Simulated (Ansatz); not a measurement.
Ansatz (an electronic-structure program) input (CCSD(T)/cc-pV(D+d)Z):
A basis named .json is the Basis Set Exchange file of that set.

Ansatz 0.2 input:
```yaml
crystal:
  periodic: [false, false, false]
  atoms:
    - {symbol: C, position_ang: [-1.15705442, 0.06657306, -0.33124064]}
    - {symbol: F, position_ang: [-1.77104671, -0.89282461, -1.01327354]}
    - {symbol: F, position_ang: [-1.64448892, 0.17430921, 0.89059999]}
    - {symbol: C, position_ang: [0.31696653, 0.10632417, -0.49266213]}
    - {symbol: Cl, position_ang: [1.10543096, -1.31862199, 0.31483041]}
    - {symbol: Cl, position_ang: [0.96583694, 1.63616171, 0.13174369]}
    - {symbol: H, position_ang: [0.56879397, 0.03108005, -1.54428130]}
basis:
  gaussian:
    orbitals: cc-pV_D+d_Z.json
magnetization: {spin_polarized: true, initial_magnetization: 1}
correlation: {method: ccsd_t, electrons: outside_noble_gas}
```

Output:

```
Functional definition: HF
integrals: 0.25 GiB planned
1040 factors; integrals over basis functions are off by at most 1.4e-3 eV
mean field: 0.71 GiB planned
mean field evaluation 1: about -32490.4576 eV, gradient 2.6e1 eV
mean field evaluation 2: about -32490.6619 eV, gradient 2.6e1 eV
mean field evaluation 4: about -32494.3967 eV, gradient 3.6e0 eV
mean field evaluation 8: about -32494.5911 eV, gradient 2.5e-1 eV
mean field evaluation 16: about -32494.5924 eV, gradient 2.3e-6 eV
mean field -32494.59236205 eV, -1194.1542436795 hartree, gradient 2.3e-6 eV, S^2 0.759996; 0 other end points of the search recorded, 0 dependent functions left out
14 core orbitals not correlated
reference -32494.59236205 eV, -1194.1542436795 hartree; 19, 18 occupied and 74, 75 virtual orbitals, 1040 factors
second order -24.22339088 eV of doubles, -0.00000000 eV of singles
coupled cluster: 1.13 GiB planned
cycle   1  -24.68361768 eV  change   -4.6e-1 eV  update   1.1e-1
cycle   2  -25.23253309 eV  change   -5.5e-1 eV  update   3.3e-2
cycle   3  -25.38443867 eV  change   -1.5e-1 eV  update   1.9e-2
cycle   4  -25.38323296 eV  change    1.2e-3 eV  update   6.0e-3
cycle   5  -25.38168088 eV  change    1.6e-3 eV  update   3.1e-3
cycle   6  -25.38213945 eV  change   -4.6e-4 eV  update   1.1e-3
cycle   7  -25.38216851 eV  change   -2.9e-5 eV  update   5.1e-4
cycle   8  -25.38223249 eV  change   -6.4e-5 eV  update   2.2e-4
cycle   9  -25.38228118 eV  change   -4.9e-5 eV  update   1.1e-4
cycle  10  -25.38224744 eV  change    3.4e-5 eV  update   4.3e-5
perturbative correction -0.65615863 eV, -0.0241133849 hartree
Total energy: -32520.63076812 eV, -1195.1111374533 hartree
```

It need not be the lowest isomer of its formula.
